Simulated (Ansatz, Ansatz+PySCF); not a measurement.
```xyz
16

C     1.6249    0.0000    0.0000
C     1.0131    1.2704    0.0000
C    -0.3616    1.5841    0.0000
C    -1.4640    0.7050    0.0000
C    -1.4640   -0.7050    0.0000
C    -0.3616   -1.5841    0.0000
C     1.0131   -1.2704    0.0000
C     3.0349    0.0000    0.0000
H     3.5849    0.9300    0.0000
H     3.5849   -0.9300    0.0000
H     1.6896    2.1187    0.0000
H    -0.6030    2.6419    0.0000
H    -2.4415    1.1758    0.0000
H    -2.4415   -1.1758    0.0000
H    -0.6030   -2.6419    0.0000
H     1.6896   -2.1187    0.0000
```

Basis set: def2-SVP (spherical functions). Charge 0, multiplicity 3.

Computed with Ansatz (development build ahead of 0.2.0); each method stands on the lowest determinant of its kind that the runs found. Restricted functionals stand beside restricted open-shell atoms, which can lie above the unrestricted atoms usual in DFT and then raise those values.

The atomization energy at this shape (free ground-state atoms in the same class of orbitals less the molecule, no zero-point energy) of triplet C8H8:

```tsv
method	atomization energy
PBE0 (unrestricted)	78.18 eV
PBE0 (restricted open-shell)	78.35 eV
UHF	58.42 eV
ROHF	58.21 eV
```

Question: What does ωB97X (restricted open-shell) give?

Answer: 77.10 eV. Caution: another spin multiplicity may lie lower. Caution for UHF: the unrestricted determinant is spin contaminated. Caution for ROHF: an unrestricted determinant lies well below.

The shape needn't be a minimum at these levels.
